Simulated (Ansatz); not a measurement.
Consider the hydrogenolysis of a B–Br bond: `C=NB(F)Br` + H₂ → `C=NBF` + HBr.

Program: Ansatz. Geometries: PBE0-D4/def2-TZVP. ΔE: electronic, gas phase. CBS: MP2 limit from def2 TZ/QZ plus the TZ coupled-cluster correction, frozen cores. This one scheme is used for every species. Functionals use def2-TZVPP. For Br outer-core shells are correlated without core-valence functions, which leaves a few kJ/mol of doubt a bond. Scalar relativity is left out up to krypton. One conformer a species, not always the lowest.

```
           level  ΔE (kJ/mol)  difference from CCSD(T)/CBS
     LDA (SPW92)         48.5                         -2.1
          B97M-V         49.2                         -1.4
    CAM-B3LYP-D4         42.0                         -8.6
          r2SCAN         53.2                          2.6
    MP2/def2-SVP         52.8                          2.2
CCSD(T)/def2-SVP         42.7                         -7.9
   HF/def2-TZVPP         32.0                        -18.6
  MP2/def2-TZVPP         57.6                          7.0
   MP2/CBS(def2)         60.2                          9.6
  CCSD/CBS(def2)         45.9                         -4.7
     CCSD(T)/CBS         50.6                            0
```

(1) What do rigid-rotor, harmonic-oscillator terms from PBE0-D4/def2-TZVP frequencies (298.15 K, 1 bar) make of the CCSD(T)/CBS value? (An estimate is asked.)

Largest T1 diagnostic among the species: 0.014.

## Answers

(1) Ansatz gave: ΔZPE = +9.2 kJ/mol, ΔH = +57.5 kJ/mol, ΔS = 30 J/(mol·K), ΔG = +48.6 kJ/mol.

From r2SCAN to r2SCAN0 (25 % exact exchange), in def2-TZVPP and without D4, ΔE moves by −3.0 kJ/mol. In def2-TZVPP, CCSD(T) changes the Hartree–Fock value by +16.1 kJ/mol (the triples alone add +4.8 kJ/mol) and MP2 by +25.6 kJ/mol. At CCSD(T), def2-SVP lies −8.0 kJ/mol from the extrapolated value and def2-TZVPP −2.6 kJ/mol.
